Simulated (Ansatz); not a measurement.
Ansatz (an electronic-structure program) job for CH8O2Si3, SMILES C[Si@H]1O[SiH2][Si@@H]1O, B3LYP-D3(BJ)/def2-SVP. 

Ansatz 0.2 input:
```yaml
crystal:
  periodic: [false, false, false]
  atoms:
    - {symbol: C, position_ang: [2.52509581, -0.64220646, -1.05829885]}
    - {symbol: Si, position_ang: [1.24068148, -0.15724674, 0.24661044]}
    - {symbol: O, position_ang: [0.64547155, 1.35884957, -0.11541742]}
    - {symbol: Si, position_ang: [-1.00614551, 1.45433875, -0.30909500]}
    - {symbol: Si, position_ang: [-0.98120387, -0.86342747, 0.01420533]}
    - {symbol: O, position_ang: [-1.78578663, -1.54131810, 1.26968390]}
    - {symbol: H, position_ang: [2.07809749, -0.72953817, -2.04442918]}
    - {symbol: H, position_ang: [3.31630831, 0.09914709, -1.12157177]}
    - {symbol: H, position_ang: [2.98269926, -1.59564951, -0.81449328]}
    - {symbol: H, position_ang: [1.90334077, 0.01054385, 1.55135690]}
    - {symbol: H, position_ang: [-1.46689754, 2.39318422, 0.72107557]}
    - {symbol: H, position_ang: [-1.21511185, 2.05409762, -1.62631833]}
    - {symbol: H, position_ang: [-1.41631100, -1.79470746, -1.03034792]}
    - {symbol: H, position_ang: [-1.75682927, -1.19539436, 2.15629851]}
basis:
  gaussian:
    orbitals: def2-SVP
hamiltonian:
  xc: b3lyp
  dispersion: d3bj
relax: {f_tol: 0.002, max_steps: 200}
```

Log of the run:

```
WARN ansatz: RAYON_NUM_THREADS=2 ignored (pool sized by the plan → 2); use --threads N
Functional definition: B3LYP
integrals: 0.11 GiB planned
1390 factors; integrals over basis functions are off by at most 4.5e-4 eV
mean field: 0.90 GiB planned
mean field evaluation 1: about -28873.8842 eV, gradient 8.2e1 eV
mean field evaluation 2: about -28841.6955 eV, gradient 1.5e2 eV
mean field evaluation 4: about -28886.6721 eV, gradient 9.2e0 eV
mean field evaluation 8: about -28886.8531 eV, gradient 1.6e-1 eV
mean field evaluation 16: about -28886.8531 eV, gradient 1.9e-5 eV
mean field -28886.85312566 eV, -1061.5722721558 hartree, gradient 1.9e-5 eV, S^2 0.000000; 0 other end points of the search recorded, 0 dependent functions left out
the calculation of the forces begins
reference -28886.85343365 eV, -1061.5722834742 hartree; 36, 36 occupied and 100, 100 virtual orbitals, 1390 factors
relax step   1: F+E_penalty+E_count = -28887.54050112 eV  Δ(F+E_penalty+E_count) = +0.000e0 eV  max|allowed force component| = 8.700e-1 eV/Å  Δτ_max = 0.0000 Å  (26 SCF iters, accepted)
these checks for a lower state are left out or cut short: starts, cluster_reference, orbital_swaps, neighbouring_geometries, increment
integrals: 0.11 GiB planned
1390 factors; integrals over basis functions are off by at most 4.7e-4 eV
mean field: 0.90 GiB planned
mean field -28887.15216977 eV, -1061.5832618240 hartree, gradient 1.7e-5 eV, S^2 0.000000; 0 other end points of the search recorded, 0 dependent functions left out
the calculation of the forces begins
reference -28887.15248231 eV, -1061.5832733097 hartree; 36, 36 occupied and 100, 100 virtual orbitals, 1390 factors
relax step   2: F+E_penalty+E_count = -28887.82881827 eV  Δ(F+E_penalty+E_count) = -2.883e-1 eV  max|allowed force component| = 6.561e-1 eV/Å  Δτ_max = 0.1490 Å  (28 SCF iters, accepted)
these checks for a lower state are left out or cut short: starts, cluster_reference, orbital_swaps, neighbouring_geometries, increment
integrals: 0.11 GiB planned
1390 factors; integrals over basis functions are off by at most 4.8e-4 eV
mean field: 0.90 GiB planned
mean field -28887.18178057 eV, -1061.5843500009 hartree, gradient 3.6e-5 eV, S^2 0.000000; 0 other end points of the search recorded, 0 dependent functions left out
the calculation of the forces begins
reference -28887.18209089 eV, -1061.5843614048 hartree; 36, 36 occupied and 100, 100 virtual orbitals, 1390 factors
relax step   3: F+E_penalty+E_count = -28887.86052216 eV  Δ(F+E_penalty+E_count) = -3.170e-2 eV  max|allowed force component| = 3.659e-1 eV/Å  Δτ_max = 0.0755 Å  (26 SCF iters, accepted)
these checks for a lower state are left out or cut short: starts, cluster_reference, orbital_swaps, neighbouring_geometries, increment
integrals: 0.11 GiB planned
1390 factors; integrals over basis functions are off by at most 4.9e-4 eV
mean field: 0.90 GiB planned
mean field evaluation 32: about -28887.1927 eV, gradient 2.7e-5 eV
mean field -28887.19268481 eV, -1061.5847507242 hartree, gradient 3.3e-5 eV, S^2 0.000000; 0 other end points of the search recorded, 0 dependent functions left out
the calculation of the forces begins
reference -28887.19299320 eV, -1061.5847620575 hartree; 36, 36 occupied and 100, 100 virtual orbitals, 1390 factors
relax step   4: F+E_penalty+E_count = -28887.87557781 eV  Δ(F+E_penalty+E_count) = -1.506e-2 eV  max|allowed force component| = 3.314e-1 eV/Å  Δτ_max = 0.0937 Å  (26 SCF iters, accepted)
these checks for a lower state are left out or cut short: starts, cluster_reference, orbital_swaps, neighbouring_geometries, increment
integrals: 0.11 GiB planned
1390 factors; integrals over basis functions are off by at most 4.9e-4 eV
mean field: 0.90 GiB planned
mean field -28887.19893672 eV, -1061.5849804778 hartree, gradient 3.0e-5 eV, S^2 0.000000; 0 other end points of the search recorded, 0 dependent functions left out
the calculation of the forces begins
reference -28887.19924634 eV, -1061.5849918561 hartree; 36, 36 occupied and 100, 100 virtual orbitals, 1390 factors
relax step   5: F+E_penalty+E_count = -28887.87979157 eV  Δ(F+E_penalty+E_count) = -4.214e-3 eV  max|allowed force component| = 4.216e-2 eV/Å  Δτ_max = 0.0476 Å  (25 SCF iters, accepted)
these checks for a lower state are left out or cut short: starts, cluster_reference, orbital_swaps, neighbouring_geometries, increment
integrals: 0.11 GiB planned
1390 factors; integrals over basis functions are off by at most 4.9e-4 eV
mean field: 0.90 GiB planned
mean field -28887.19928891 eV, -1061.5849934204 hartree, gradient 3.6e-5 eV, S^2 0.000000; 0 other end points of the search recorded, 0 dependent functions left out
the calculation of the forces begins
reference -28887.19959839 eV, -1061.5850047936 hartree; 36, 36 occupied and 100, 100 virtual orbitals, 1390 factors
relax step   6: F+E_penalty+E_count = -28887.88006423 eV  Δ(F+E_penalty+E_count) = -2.727e-4 eV  max|allowed force component| = 6.087e-2 eV/Å  Δτ_max = 0.0215 Å  (25 SCF iters, accepted)
these checks for a lower state are left out or cut short: starts, cluster_reference, orbital_swaps, neighbouring_geometries, increment
integrals: 0.11 GiB planned
1390 factors; integrals over basis functions are off by at most 4.9e-4 eV
mean field: 0.90 GiB planned
mean field -28887.20088712 eV, -1061.5850521535 hartree, gradient 3.1e-5 eV, S^2 0.000000; 0 other end points of the search recorded, 0 dependent functions left out
the calculation of the forces begins
reference -28887.20119697 eV, -1061.5850635403 hartree; 36, 36 occupied and 100, 100 virtual orbitals, 1390 factors
relax step   7: F+E_penalty+E_count = -28887.88107492 eV  Δ(F+E_penalty+E_count) = -1.011e-3 eV  max|allowed force component| = 3.643e-2 eV/Å  Δτ_max = 0.0272 Å  (25 SCF iters, accepted)
these checks for a lower state are left out or cut short: starts, cluster_reference, orbital_swaps, neighbouring_geometries, increment
integrals: 0.11 GiB planned
1390 factors; integrals over basis functions are off by at most 4.9e-4 eV
mean field: 0.90 GiB planned
mean field -28887.20150415 eV, -1061.5850748291 hartree, gradient 3.1e-5 eV, S^2 0.000000; 0 other end points of the search recorded, 0 dependent functions left out
the calculation of the forces begins
reference -28887.20181410 eV, -1061.5850862195 hartree; 36, 36 occupied and 100, 100 virtual orbitals, 1390 factors
relax step   8: F+E_penalty+E_count = -28887.88153812 eV  Δ(F+E_penalty+E_count) = -4.632e-4 eV  max|allowed force component| = 1.258e-2 eV/Å  Δτ_max = 0.0175 Å  (25 SCF iters, accepted)
these checks for a lower state are left out or cut short: starts, cluster_reference, orbital_swaps, neighbouring_geometries, increment
integrals: 0.11 GiB planned
1390 factors; integrals over basis functions are off by at most 5.0e-4 eV
mean field: 0.90 GiB planned
mean field -28887.20220844 eV, -1061.5851007114 hartree, gradient 3.2e-5 eV, S^2 0.000000; 0 other end points of the search recorded, 0 dependent functions left out
the calculation of the forces begins
reference -28887.20251834 eV, -1061.5851121000 hartree; 36, 36 occupied and 100, 100 virtual orbitals, 1390 factors
relax step   9: F+E_penalty+E_count = -28887.88178983 eV  Δ(F+E_penalty+E_count) = -2.517e-4 eV  max|allowed force component| = 3.349e-2 eV/Å  Δτ_max = 0.0365 Å  (25 SCF iters, accepted)
these checks for a lower state are left out or cut short: starts, cluster_reference, orbital_swaps, neighbouring_geometries, increment
integrals: 0.11 GiB planned
1390 factors; integrals over basis functions are off by at most 5.0e-4 eV
mean field: 0.90 GiB planned
mean field -28887.20232728 eV, -1061.5851050786 hartree, gradient 3.3e-5 eV, S^2 0.000000; 0 other end points of the search recorded, 0 dependent functions left out
the calculation of the forces begins
reference -28887.20263712 eV, -1061.5851164651 hartree; 36, 36 occupied and 100, 100 virtual orbitals, 1390 factors
relax step  10: F+E_penalty+E_count = -28887.88176071 eV  Δ(F+E_penalty+E_count) = +2.912e-5 eV  max|allowed force component| = 2.482e-2 eV/Å  Δτ_max = 0.0196 Å  (25 SCF iters, rejected (line search))
these checks for a lower state are left out or cut short: starts, cluster_reference, orbital_swaps, neighbouring_geometries, increment
integrals: 0.11 GiB planned
1390 factors; integrals over basis functions are off by at most 5.0e-4 eV
mean field: 0.90 GiB planned
mean field evaluation 64: about -28887.1956 eV, gradient 3.8e-1 eV
mean field -28887.20237889 eV, -1061.5851069750 hartree, gradient 2.0e-5 eV, S^2 0.000000; 0 other end points of the search recorded, 0 dependent functions left out
the calculation of the forces begins
reference -28887.20268873 eV, -1061.5851183616 hartree; 36, 36 occupied and 100, 100 virtual orbitals, 1390 factors
relax step  11: F+E_penalty+E_count = -28887.88192199 eV  Δ(F+E_penalty+E_count) = -1.322e-4 eV  max|allowed force component| = 7.780e-3 eV/Å  Δτ_max = 0.0095 Å  (23 SCF iters, accepted)
these checks for a lower state are left out or cut short: starts, cluster_reference, orbital_swaps, neighbouring_geometries, increment
integrals: 0.11 GiB planned
1390 factors; integrals over basis functions are off by at most 5.0e-4 eV
mean field: 0.90 GiB planned
mean field -28887.20245275 eV, -1061.5851096897 hartree, gradient 7.2e-5 eV, S^2 0.000000; 0 other end points of the search recorded, 0 dependent functions left out
the calculation of the forces begins
reference -28887.20276255 eV, -1061.5851210744 hartree; 36, 36 occupied and 100, 100 virtual orbitals, 1390 factors
relax step  12: F+E_penalty+E_count = -28887.88193721 eV  Δ(F+E_penalty+E_count) = -1.522e-5 eV  max|allowed force component| = 5.115e-3 eV/Å  Δτ_max = 0.0040 Å  (20 SCF iters, accepted)
these checks for a lower state are left out or cut short: starts, cluster_reference, orbital_swaps, neighbouring_geometries, increment
integrals: 0.11 GiB planned
1390 factors; integrals over basis functions are off by at most 5.0e-4 eV
mean field: 0.90 GiB planned
mean field -28887.20246607 eV, -1061.5851101788 hartree, gradient 6.0e-5 eV, S^2 0.000000; 0 other end points of the search recorded, 0 dependent functions left out
the calculation of the forces begins
reference -28887.20277585 eV, -1061.5851215632 hartree; 36, 36 occupied and 100, 100 virtual orbitals, 1390 factors
relax step  13: F+E_penalty+E_count = -28887.88194816 eV  Δ(F+E_penalty+E_count) = -1.096e-5 eV  max|allowed force component| = 2.704e-3 eV/Å  Δτ_max = 0.0033 Å  (20 SCF iters, accepted)
these checks for a lower state are left out or cut short: starts, cluster_reference, orbital_swaps, neighbouring_geometries, increment
integrals: 0.11 GiB planned
1390 factors; integrals over basis functions are off by at most 5.0e-4 eV
mean field: 0.90 GiB planned
mean field -28887.20251868 eV, -1061.5851121125 hartree, gradient 2.8e-5 eV, S^2 0.000000; 0 other end points of the search recorded, 0 dependent functions left out
the calculation of the forces begins
reference -28887.20282849 eV, -1061.5851234977 hartree; 36, 36 occupied and 100, 100 virtual orbitals, 1390 factors
relax step  14: F+E_penalty+E_count = -28887.88195000 eV  Δ(F+E_penalty+E_count) = -1.840e-6 eV  max|allowed force component| = 1.792e-3 eV/Å  Δτ_max = 0.0021 Å  (19 SCF iters, accepted)
integrals: 0.11 GiB planned
1390 factors; integrals over basis functions are off by at most 5.0e-4 eV
mean field: 0.90 GiB planned
mean field evaluation 96: about -28887.2025 eV, gradient 3.5e-4 eV
mean field -28887.20251868 eV, -1061.5851121125 hartree, gradient 2.8e-5 eV, S^2 0.000000; 1 other end points of the search recorded, 0 dependent functions left out
the calculation of the forces begins
reference -28887.20282849 eV, -1061.5851234977 hartree; 36, 36 occupied and 100, 100 virtual orbitals, 1390 factors
Total energy: -28887.88225981 eV, -1061.6100921381 hartree
Atom 0 at     2.548312    -0.691612    -1.038878 Å, force    -0.001438    -0.001147    -0.000013 eV/Å
Atom 1 at     1.275593    -0.076798     0.193192 Å, force     0.000359     0.001792     0.000123 eV/Å
Atom 2 at     0.701550     1.464780    -0.255882 Å, force     0.000341     0.000845    -0.000254 eV/Å
Atom 3 at    -0.997699     1.509401    -0.304717 Å, force     0.001299    -0.000309     0.000631 eV/Å
Atom 4 at    -0.976891    -0.845337     0.053310 Å, force    -0.000478    -0.000748    -0.000167 eV/Å
Atom 5 at    -1.800994    -1.598871     1.304610 Å, force    -0.000032    -0.000246     0.000209 eV/Å
Atom 6 at     2.114191    -0.765354    -2.048022 Å, force     0.000657    -0.000185    -0.000415 eV/Å
Atom 7 at     3.407049    -0.001732    -1.081266 Å, force    -0.000148     0.000225     0.000099 eV/Å
Atom 8 at     2.920184    -1.686986    -0.745544 Å, force     0.000127     0.000436    -0.000146 eV/Å
Atom 9 at     1.879812    -0.025802     1.560119 Å, force    -0.000531     0.000020     0.000201 eV/Å
Atom 10 at    -1.547870     2.368054     0.787778 Å, force     0.000094    -0.000128    -0.000134 eV/Å
Atom 11 at    -1.464025     2.063891    -1.609463 Å, force     0.000086    -0.000248     0.000187 eV/Å
Atom 12 at    -1.282673    -1.662891    -1.154553 Å, force    -0.000201    -0.000332    -0.000494 eV/Å
Atom 13 at    -1.713129    -1.200072     2.178575 Å, force    -0.000133     0.000024     0.000173 eV/Å
Dipole moment:     0.068947    -0.131578     0.147679 e Å
```

Self-consistency was reached.

Cost: about 110 core-seconds (a rough figure).
